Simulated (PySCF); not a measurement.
## Excitation energy of P⁺ by level of theory

P⁺ [Ne] 3s2 3p2 (3P) → P⁺ [Ne] 3s2 3p1 4s1, s spin flipped, as a difference of total energies. All numbers are calculated (PySCF 2.14, scalar relativity by spin-free X2C-1e, in aug-cc-pCVTZ-DK (8s7p5d3f, 75 functions)). Correlated levels: valence: [Ne] frozen; valence and next inner shell: 1s2 frozen; nothing frozen. The calculations carry no spin-orbit coupling.

```
                                method  excitation energy (eV)
                                   UHF                  10.680
                                   LDA                  10.721
                                   PBE                  10.736
                                  PBE0                  10.859
                                r2SCAN                  11.118
                                revPBE                  10.735
                               wB97X-V                  10.874
                                 wB97X                  10.977
                               LC-wPBE                  11.107
                         MP2 (valence)                  10.839
                     SCS-MP2 (valence)                  10.768
    MP2 (valence and next inner shell)                  10.829
SCS-MP2 (valence and next inner shell)                  10.762
                   MP2 (all electrons)                  10.832
               SCS-MP2 (all electrons)                  10.764
```

**Question.** How much does correlation contribute at MP2 (all electrons)?

**Answer.** 10.832 − (10.680) = 0.152 eV, measured against UHF.

The upper determinant mixes two multiplicities, so it lies between the two terms.

The promoted electron is Rydberg-like, and one or two diffuse shells describe it only roughly, which tends to raise the upper state.
